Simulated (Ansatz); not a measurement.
Total energies of ZnSe2⁻ from Ansatz at r2SCAN-D4/def2-TZVPD, gas phase (1 Eh = 27.2114 eV = 2625.5 kJ/mol). The reference geometry is relaxed at r2SCAN-D4/def2-TZVPD.

```xyz
3

Zn    0.0000    0.0000    0.0001
Se   -2.1149   -0.5245   -0.5122
Se    2.1149    0.5244    0.5121
```

```json
{"state": "charge -1 doublet", "geometry": "reference", "energy (Eh)": "-6582.61169"}
{"state": "charge 0 triplet", "geometry": "reference", "energy (Eh)": "-6582.48927"}
{"state": "charge -1 quartet", "geometry": "relaxed at r2SCAN-D4/def2-TZVPD", "energy (Eh)": "-6582.53469"}
```

Problem. Work out the vertical ionisation energy to the triplet.

Solution. E(charge 0 triplet) − E(charge -1 doublet) = -6582.48927 − (-6582.61169) = 0.12242 Eh = 3.33 eV. For comparison, −ε of the highest occupied level of the spin that leaves is 1.00 eV at this level, 2.33 eV less.

Problem. Which of the charge -1 states is lowest, and how far above it are the others?

Solution. The doublet. quartet: -6582.53469 − (-6582.61169) = 0.07700 Eh = 202.2 kJ/mol.

The structure comes from a short search, and lower isomers may exist.
